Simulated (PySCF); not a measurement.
**Question.** Write Cartesian coordinates for `N#C[BH2-][PH2+]F` as optimised with PBE0-D3(BJ)/def2-SVP.

**Answer.** 
```xyz
9
CH4BFNP angstrom
N      1.8271    0.4652   -1.8524
C      1.4308    0.0333   -0.8492
B      0.7472   -0.4891    0.4657
P     -0.9768    0.2339    0.1120
F     -2.0951   -0.0135    1.2156
H      0.6184   -1.6959    0.5199
H      1.1446    0.0388    1.4854
H     -1.0280    1.6361   -0.0639
H     -1.6079   -0.2267   -1.0669
```

Orientation and origin are arbitrary. Atoms count from 1 in this order. P4 (phosphorus bonded to B, F and 2 H) is distorted tetrahedral (angles from 101.7° to 116.7°). B3 (four-coordinate boron) has angles from 96.5° to 115.4°. The 5 heavy atoms lie in one plane (0.005 Å rms).

Bonds between heavy atoms (Å): N1≡C2 1.162, C2–B3 1.571, B3–P4 1.903, P4–F5 1.590.

Theory: PBE0-D3(BJ)/def2-SVP geometry optimisation, gas phase (PySCF 2.14.0).

Point group: Cs (every atom within 0.08 Å of its image). Stationary, but not proved a minimum. The numbers are those of one conformer (C2–B3–P4–F5 -179°).
